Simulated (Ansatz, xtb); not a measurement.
# Relative energy of two conformers of CH7GaN2O

Structure X: `C[NH][Ga]([NH2])[OH]`, a singlet. Structure Y: `C[NH][Ga]([NH2])[OH]`, a singlet. Both are isolated molecules in the gas phase, relaxed with PBE0-D4/def2-SVP.

X (Å):

```xyz
12

C    -0.9477    1.1666   -1.1074
Ga    0.2315    0.6590    1.5179
N    -0.8820    0.4129    0.1150
N     1.5331    1.9264    1.5446
O     0.0123   -0.4946    2.8653
H    -0.2155    1.9898   -1.0927
H    -0.7165    0.5617   -2.0060
H    -1.9376    1.6331   -1.2771
H    -1.5377   -0.3574    0.1635
H     1.5419    2.6835    0.8721
H     1.9743    2.2138    2.4092
H     0.6501   -0.4040    3.5782
```

Y (Å):

```tsv
atom	x (Å)	y (Å)	z (Å)
C	0.0075	0.5145	-0.6680
Ga	-0.1473	-0.0046	2.1694
N	0.3303	0.9041	0.6818
N	0.1840	0.5642	3.8625
O	-1.0637	-1.5056	1.8429
H	-0.5634	-0.4261	-0.6587
H	-0.6154	1.2625	-1.1954
H	0.9050	0.3393	-1.2920
H	0.8540	1.7672	0.7510
H	0.8493	1.3053	4.0454
H	0.1278	-0.0665	4.6524
H	-1.3865	-1.9601	2.6252
```

Which of the two would you expect CCSD(T)/def2-SVP + ΔMP2/def2-TZVPP electronic energies to favour?

CCSD(T)/def2-SVP + ΔMP2/def2-TZVPP gives E(Y) − E(X) = −0.28 kcal/mol, slightly favouring structure Y, which is too small a margin to settle the true order.

The same difference at several levels:

```csv
level,geometry,E(Y) − E(X) (kcal/mol),departure from the last row (kcal/mol),"job, with rough time for the two"
PBE0-D4/def2-SVP,PBE0-D4/def2-SVP,−0.05,+0.24,"optimisation, 75 s"
HF/def2-SVP,PBE0-D4/def2-SVP,−0.05,+0.24,part of the CCSD(T) run
MP2/def2-SVP,PBE0-D4/def2-SVP,−0.17,+0.12,part of the CCSD(T) run
CCSD(T)/def2-SVP,PBE0-D4/def2-SVP,−0.15,+0.14,single point
CCSD(T)/def2-SVP + ΔMP2/def2-TZVPP,PBE0-D4/def2-SVP,−0.28,,"single point, 68 s"
```

The largest departure from CCSD(T)/def2-SVP + ΔMP2/def2-TZVPP is that of HF/def2-SVP, 0.24 kcal/mol. Levels run at GFN2-xTB geometries aren't shown. The last row adds to CCSD(T) the change of the MP2 difference between the two basis sets, here −0.14 kcal/mol.

With thermal terms from frequencies at re-optimised GFN2-xTB minima (ideal gas, soft modes damped towards free rotors, one conformer each, 298.15 K, 1 atm): the zero-point term adds +0.07 kcal/mol; ΔH is −0.25 and ΔG −0.11 kcal/mol.

The correlated steps freeze 13 core orbitals; the filled d shell of Ga is correlated, in a basis made for valence electrons. Codes used: Ansatz 0.2.0, xtb 6.7.1; the last row on 2 threads of Arm Neoverse V1 on a shared host.
